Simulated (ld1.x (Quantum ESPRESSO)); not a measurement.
Transferability test, TM potential for lanthanum

```
Element                 : lanthanum (La)
Generator               : ld1.x (Quantum ESPRESSO) 7.5
Type                    : norm-conserving Troullier–Martins (Kleinman–Bylander form)
Functional              : LDA (PZ)
Relativity              : scalar-relativistic
Frozen core             : [Xe]
Valence charge          : 3
Reference configuration : 4f0 5d2 6s1 6p0
Partial waves           : 6s (bound): rc 2.90 bohr; 6p (bound, empty): rc 4.20 bohr; 5d (bound): rc 3.10 bohr; 4f (bound, empty): rc 0.85 bohr
Local potential         : the f channel
Core correction         : a·sin(br)/r model core inside 0.45 bohr
```

Energies are relative to the spin-unpolarised reference configuration 4f0 5d2 6s1 6p0; without spin polarisation the order of configurations can differ from experiment. Spin-polarised rows fill each open shell by Hund’s rule, majority spin first. Not all tests gave a result: 2 of 9 tests not solved or not reliable. Left out of the table: 4f0 5d1 6s0 6p1 (solver errors, printed error -10.9 eV); 4f1 5d0 6s2 6p0 (solver errors, printed error +1.4 eV).

```csv
valence configuration,charge,ΔE all-electron (eV),error AE − PS (meV)
4f0 5d1 6s1 6p0,+1,5.335,-60
4f0 5d1 6s0 6p0,+2,16.487,-142
4f0 5d2 6s0 6p0,+1,5.482,-6.2
4f0 5d0 6s2 6p0,+1,5.698,-283
4f0 5d2 6s1 6p0 (spin-polarised),0,-0.762,-1.3
4f0 5d1 6s2 6p0 (spin-polarised),0,-0.925,-36
```

(1) What are ΔE and the potential's error for 4f0 5d1 6s2 6p0?

Note: ghost states, extra bound levels that the all-electron valence spectrum of the same l lacks: s at -936.1 eV, p at -796.4 eV, d at -274.6 eV, s at -220.2 eV, p at -113.5 eV and 1 more. A true bound ghost makes a file unfit for plane-wave use.

Answers

(1) ΔE = -0.828 eV all-electron; the error (AE − PS) is -36 meV.
